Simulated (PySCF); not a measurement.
PySCF input for H18N6Ru, SMILES [NH3]->[Ru+2](<-[NH3])(<-[NH3])(<-[NH3])(<-[NH3])<-[NH3], charge +2, multiplicity 1, B3LYP-D3(BJ)/def2-SVP. Geometry: B3LYP-D3(BJ)/def2-SVP. The multiplicity is an assumed one; other spin states were not compared. The isomer is the one that the SMILES or the coordinates give; other isomers of the formula were not compared. The def2 effective core potentials stand for the cores of Ru; spin–orbit coupling is left out.

```python
import numpy as np
from pyscf import gto, scf, dft, df
from pyscf.hessian import thermo

mol = gto.M(
    atom='''
    Ru    0.00000000    0.00000000   -0.00000000
    N     1.54952415    0.90614965   -1.27202098
    H     2.49008603    0.91016474   -0.86224036
    H     1.37228171    1.89010690   -1.50239622
    H     1.67151905    0.44913116   -2.18237335
    N     0.00998762   -1.79500239   -1.27202057
    H     0.95074103   -2.13348460   -1.50239494
    H    -0.44679865   -1.67214402   -2.18237337
    H    -0.45681649   -2.61156031   -0.86224017
    N     1.54952322   -0.90614965    1.27202211
    H     2.49008539   -0.91016474    0.86224219
    H     1.37228060   -1.89010690    1.50239722
    H     1.67151745   -0.44913116    2.18237458
    N    -1.55951039    0.88885137   -1.27202212
    H    -2.32302109    0.24337609   -1.50239698
    H    -1.22471799    1.22301051   -2.18237469
    H    -2.03326859    1.70139465   -0.86224230
    N     0.00998671    1.79500238    1.27202058
    H     0.95073994    2.13348461    1.50239563
    H    -0.44680025    1.67214402    2.18237304
    H    -0.45681711    2.61156031    0.86223984
    N    -1.55951132   -0.88885137    1.27202097
    H    -2.03326922   -1.70139464    0.86224082
    H    -2.32302219   -0.24337608    1.50239528
    H    -1.22471960   -1.22301051    2.18237380
    ''',
    basis='def2-SVP',
    ecp={'Ru': 'def2-svp'},
    charge=2,
    spin=0,
    max_memory=1600,
    verbose=3,
)
mf = dft.RKS(mol, xc='b3lyp').density_fit(auxbasis='def2-universal-jkfit')
mf.disp = 'd3bj'
mf.grids.level = 3
mf.conv_tol = 1e-11
mf.max_cycle = 100
mf.kernel()

# [left out here: the lines that compute and print the analytic Hessian (its translational invariance restored by hand, since the grid's response is missing), thermochemistry and intensities]
```

Program output:

```
converged SCF energy = -433.697443462687

WARN: DFTD3 does not support analytical Hessian, using finite difference


WARN: Mole.unit (angstrom) is changed to Bohr

Mode                                 0                   1                   2
Irrep
Freq [cm^-1]                       27.0584             27.7702             36.2796
Reduced mass [au]                   1.0122              1.0121              1.0206
Force const [Dyne/A]                0.0004              0.0005              0.0008
Char temp [K]                      38.9310             39.9552             52.1983
Normal mode                   x     y     z       x     y     z       x     y     z
       0  Ru                 0.00  0.00  0.00    0.00 -0.00  0.00   -0.00 -0.00  0.00
       1   N                 0.00  0.00  0.00   -0.01 -0.00 -0.01    0.00  0.01  0.01
       2   H                -0.04  0.19  0.09    0.04 -0.22 -0.12   -0.04  0.20  0.11
       3   H                -0.11 -0.06 -0.17    0.12  0.07  0.19   -0.11 -0.05 -0.16
       4   H                 0.15 -0.12  0.09   -0.18  0.15 -0.11    0.16 -0.11  0.09
       5   N                -0.00 -0.00  0.00    0.00 -0.00  0.01   -0.00  0.01 -0.01
       6   H                -0.00  0.06 -0.08    0.00  0.18 -0.25   -0.01  0.07 -0.10
       7   H                -0.10 -0.04  0.05   -0.27 -0.10  0.13   -0.10 -0.01  0.03
       8   H                 0.09 -0.03  0.06    0.27 -0.09  0.14    0.09 -0.02  0.03
       9   N                -0.00  0.00  0.00   -0.01  0.00  0.01    0.00 -0.01 -0.01
      10   H                 0.04  0.19  0.09    0.04  0.22  0.12   -0.04 -0.20 -0.11
      11   H                 0.11 -0.06 -0.17    0.12 -0.07 -0.19   -0.11  0.05  0.16
      12   H                -0.15 -0.12  0.09   -0.18 -0.15  0.11    0.16  0.11 -0.09
      13   N                 0.00 -0.00 -0.01    0.00  0.00  0.00    0.00  0.00  0.00
      14   H                -0.16  0.09  0.26   -0.03  0.03  0.05   -0.16  0.10  0.26
      15   H                -0.05 -0.30 -0.14   -0.01 -0.05 -0.02   -0.05 -0.29 -0.13
      16   H                 0.22  0.20 -0.15    0.05  0.04 -0.02    0.22  0.20 -0.14
      17   N                 0.00 -0.00  0.00    0.00  0.00 -0.01   -0.00 -0.01  0.01
      18   H                 0.00  0.06 -0.08    0.00 -0.18  0.25   -0.01 -0.07  0.10
      19   H                 0.10 -0.04  0.05   -0.27  0.10 -0.13   -0.10  0.01 -0.03
      20   H                -0.09 -0.03  0.06    0.27  0.09 -0.14    0.09  0.02 -0.03
      21   N                -0.00 -0.00 -0.01    0.00 -0.00 -0.00    0.00 -0.00 -0.00
      22   H                -0.22  0.20 -0.15    0.05 -0.04  0.02    0.22 -0.20  0.14
      23   H                 0.16  0.09  0.26   -0.03 -0.03 -0.05   -0.16 -0.10 -0.26
      24   H                 0.05 -0.30 -0.14   -0.01  0.05  0.02   -0.05  0.29  0.13
Mode                                 3                   4                   5
Irrep
Freq [cm^-1]                       36.7418             76.7972             77.0296
Reduced mass [au]                   1.0203              1.0182              1.0200
Force const [Dyne/A]                0.0008              0.0035              0.0036
Char temp [K]                      52.8632            110.4941            110.8285
Normal mode                   x     y     z       x     y     z       x     y     z
       0  Ru                -0.00 -0.00 -0.00   -0.00 -0.00 -0.00    0.00 -0.00 -0.00
       1   N                -0.00 -0.00 -0.01    0.01 -0.00  0.01    0.01 -0.01  0.00
       2   H                -0.05  0.22  0.10   -0.04  0.20  0.12   -0.04  0.20  0.10
       3   H                -0.13 -0.07 -0.22   -0.10 -0.06 -0.18   -0.11 -0.07 -0.19
       4   H                 0.17 -0.16  0.10    0.17 -0.14  0.10    0.17 -0.15  0.09
       5   N                -0.01  0.01 -0.01   -0.00 -0.01  0.01   -0.01 -0.00  0.00
       6   H                -0.01 -0.17  0.24   -0.00  0.12 -0.18   -0.01  0.13 -0.19
       7   H                 0.26  0.10 -0.13   -0.21 -0.08  0.10   -0.22 -0.07  0.10
       8   H                -0.27  0.09 -0.14    0.20 -0.07  0.12    0.19 -0.07  0.10
       9   N                 0.00 -0.00 -0.01    0.01  0.00 -0.01   -0.01 -0.01  0.00
      10   H                 0.05  0.22  0.10   -0.04 -0.20 -0.12    0.04  0.20  0.10
      11   H                 0.13 -0.07 -0.22   -0.10  0.06  0.18    0.11 -0.07 -0.19
      12   H                -0.17 -0.16  0.10    0.17  0.14 -0.10   -0.17 -0.15  0.10
      13   N                -0.01 -0.00  0.01   -0.00  0.01  0.01    0.01  0.01  0.00
      14   H                 0.02 -0.02 -0.03    0.11 -0.06 -0.18    0.12 -0.05 -0.19
      15   H                -0.01  0.05  0.03    0.03  0.22  0.10    0.05  0.22  0.09
      16   H                -0.05 -0.04  0.04   -0.16 -0.14  0.11   -0.15 -0.13  0.10
      17   N                 0.01  0.01 -0.01   -0.00  0.01 -0.01    0.01 -0.00  0.00
      18   H                 0.01 -0.17  0.24   -0.00 -0.12  0.18    0.01  0.13 -0.19
[...]
       1   N                -0.01 -0.01 -0.02    0.01 -0.03 -0.01    0.01 -0.03 -0.01
       2   H                 0.21 -0.01  0.09   -0.07 -0.01 -0.04   -0.01 -0.01 -0.01
       3   H                -0.02  0.06 -0.02   -0.06  0.30 -0.07   -0.06  0.27 -0.06
       4   H                -0.03  0.14  0.27   -0.02  0.10  0.20   -0.02  0.12  0.24
       5   N                -0.02 -0.00  0.01    0.02 -0.02  0.03   -0.03  0.01 -0.01
       6   H                 0.22 -0.08 -0.05   -0.19  0.06  0.05    0.26 -0.09 -0.06
       7   H                 0.01 -0.01  0.04   -0.17  0.05 -0.34    0.11 -0.04  0.23
       8   H                 0.08  0.15 -0.08    0.08  0.12 -0.06   -0.00  0.01 -0.01
       9   N                -0.01  0.01  0.02   -0.01 -0.03 -0.01    0.01  0.03  0.01
      10   H                 0.21  0.01 -0.09    0.06 -0.01 -0.03   -0.01  0.01  0.01
      11   H                -0.01 -0.04  0.02    0.06  0.30 -0.07   -0.06 -0.27  0.06
      12   H                -0.03 -0.14 -0.26    0.02  0.11  0.22   -0.03 -0.12 -0.24
      13   N                -0.03 -0.02  0.02    0.01 -0.01 -0.02    0.02  0.02 -0.01
      14   H                 0.22  0.19  0.07    0.08  0.07  0.02   -0.21 -0.18 -0.06
      15   H                 0.12  0.11 -0.31   -0.05 -0.05  0.13   -0.09 -0.08  0.24
      16   H                 0.01 -0.04 -0.01   -0.11  0.19  0.10    0.01 -0.01 -0.01
      17   N                -0.02  0.00 -0.00   -0.02 -0.02  0.03   -0.03 -0.01  0.01
      18   H                 0.23  0.08  0.05    0.18  0.06  0.05    0.26  0.09  0.06
      19   H                 0.02  0.01 -0.06    0.17  0.05 -0.33    0.11  0.04 -0.23
      20   H                 0.08 -0.14  0.07   -0.09  0.13 -0.07   -0.00 -0.01  0.01
      21   N                -0.03  0.02 -0.02   -0.00 -0.02 -0.02    0.02 -0.02  0.01
      22   H                 0.02  0.05  0.02    0.11  0.19  0.10    0.01  0.01  0.01
      23   H                 0.21 -0.19 -0.07   -0.09  0.08  0.02   -0.21  0.18  0.06
      24   H                 0.12 -0.11  0.32    0.05 -0.05  0.11   -0.09  0.08 -0.24
Mode                                66                  67                  68
Irrep
Freq [cm^-1]                     3511.3160           3511.3278           3512.5366
Reduced mass [au]                   1.0889              1.0889              1.0887
Force const [Dyne/A]                7.9100              7.9100              7.9140
Char temp [K]                    5052.0019           5052.0189           5053.7581
Normal mode                   x     y     z       x     y     z       x     y     z
       0  Ru                -0.00 -0.00  0.00   -0.00  0.00 -0.00    0.00  0.00  0.00
       1   N                 0.01  0.01  0.03    0.01 -0.02 -0.01    0.01 -0.03 -0.01
       2   H                -0.24  0.01 -0.11   -0.02 -0.01 -0.01   -0.07 -0.01 -0.04
       3   H                 0.02 -0.06  0.02   -0.05  0.24 -0.06   -0.06  0.30 -0.07
       4   H                 0.04 -0.15 -0.29   -0.02  0.10  0.20   -0.02  0.10  0.20
       5   N                 0.02  0.00 -0.01    0.02 -0.02  0.03   -0.03  0.00 -0.01
       6   H                -0.18  0.06  0.04   -0.17  0.05  0.05    0.29 -0.10 -0.07
       7   H                -0.01  0.01 -0.03   -0.18  0.06 -0.36    0.10 -0.03  0.20
       8   H                -0.07 -0.12  0.06    0.11  0.17 -0.09    0.03  0.06 -0.04
       9   N                -0.01  0.01  0.03    0.01  0.02  0.01   -0.01 -0.03 -0.01
      10   H                 0.24  0.01 -0.11   -0.02  0.01  0.01    0.07 -0.01 -0.04
      11   H                -0.02 -0.06  0.02   -0.05 -0.24  0.06    0.06  0.30 -0.07
      12   H                -0.04 -0.15 -0.29   -0.02 -0.10 -0.20    0.02  0.10  0.20
      13   N                 0.03  0.01 -0.02    0.01 -0.01 -0.02    0.02  0.02 -0.01
      14   H                -0.18 -0.17 -0.06    0.06  0.05  0.01   -0.22 -0.20 -0.07
      15   H                -0.13 -0.12  0.32   -0.06 -0.06  0.15   -0.08 -0.07  0.20
      16   H                -0.05  0.10  0.05   -0.11  0.19  0.10    0.04 -0.06 -0.04
      17   N                -0.02  0.00 -0.01    0.02  0.02 -0.03    0.03  0.00 -0.01
      18   H                 0.18  0.06  0.04   -0.17 -0.05 -0.05   -0.29 -0.10 -0.07
      19   H                 0.01  0.01 -0.03   -0.18 -0.06  0.36   -0.10 -0.03  0.20
      20   H                 0.07 -0.12  0.06    0.11 -0.17  0.09   -0.03  0.06 -0.04
      21   N                -0.03  0.01 -0.02    0.01  0.01  0.02   -0.02  0.02 -0.01
      22   H                 0.05  0.10  0.05   -0.11 -0.19 -0.10   -0.04 -0.06 -0.04
      23   H                 0.18 -0.17 -0.06    0.06 -0.05 -0.01    0.22 -0.20 -0.07
      24   H                 0.13 -0.12  0.32   -0.06  0.06 -0.15    0.08 -0.07  0.20
temperature 298.1500 [K]
pressure 101325.00 [Pa]
Rotational constants [GHz] 1.38681 1.38405 1.38405
Symmetry number 6
Zero-point energy (ZPE) 0.23526 [Eh]   617684.034 [J/mol]
                           tot       elec      trans        rot        vib
Entropy [J/mol/K]       543.759      0.000    175.026    107.203    261.530
Cv [J/mol/K]            229.962      0.000     12.472     12.472    205.019
Cp [J/mol/K]            238.277      0.000     20.786     12.472    205.019
Internal energy [J/mol]                      3718.434   3718.434 654252.032
Internal energy [Eh]   -433.44542  -433.69744
Enthalpy [J/mol]                             6197.391   3718.434 654252.032
Enthalpy [Eh]          -433.44448
Gibbs free energy [J/mol]                  -45986.670 -28244.122 576276.758
Gibbs free energy [Eh] -433.50622
mode   freq/cm-1   IR/(km/mol)
   1       27.06         0.048
   2       27.77         0.047
   3       36.28         0.002
   4       36.74         0.001
   5       76.80         0.000
   6       77.03         0.054
   7      162.16         0.001
   8      163.50         0.322
   9      163.68         0.324
  10      167.31         0.156
  11      167.37         0.146
  12      169.87         0.000
  13      218.79        32.771
  14      219.94        32.122
  15      220.01        32.126
  16      320.40         1.739
  17      320.42         1.668
  18      320.55         1.526
  19      336.17         0.000
  20      336.20         0.000
  21      584.92         0.006
  22      584.97         0.005
  23      586.40         0.015
  24      675.09         0.040
  25      675.11         0.001
  26      675.13         0.038
  27      691.16         0.432
  28      691.17         0.438
  29      692.58         0.000
  30      724.82        94.798
  31      725.05        96.234
  32      725.08        96.231
  33     1090.04         0.000
  34     1321.65         2.736
  35     1321.69         2.821
  36     1331.83       136.917
  37     1334.34       135.759
  38     1334.36       135.840
  39     1417.26         0.000
  40     1633.20        83.769
  41     1641.14         0.111
  42     1641.14         0.109
  43     1650.88         0.010
  44     1652.20        65.413
  45     1652.21        65.507
  46     1653.41         0.023
  47     1653.43         0.004
  48     1655.41         0.000
  49     1666.48        22.011
  50     1666.49        22.114
  51     1668.86         0.092
  52     3426.75        19.745
  53     3426.75        19.756
  54     3426.98        27.315
  55     3427.37         0.001
  56     3428.76         5.208
  57     3428.76         5.197
  58     3506.29         0.000
  59     3507.16         1.422
  60     3507.17         1.347
  61     3509.82       102.619
  62     3510.14        14.411
  63     3510.15        14.583
  64     3510.37        71.914
  65     3510.37        72.226
  66     3511.11         0.001
  67     3511.32        19.253
  68     3511.33        19.391
  69     3512.54         8.191
max |gradient| / (hartree/bohr): 1.6874939585348383e-05
APT charges: [ 0.6416 -0.262   0.1601  0.165   0.1633 -0.2621  0.165   0.1633  0.1601
 -0.262   0.1601  0.165   0.1633 -0.2621  0.165   0.1633  0.1601 -0.2621
  0.165   0.1633  0.1601 -0.2621  0.1601  0.165   0.1633]
```

The calculation finished and met its thresholds.
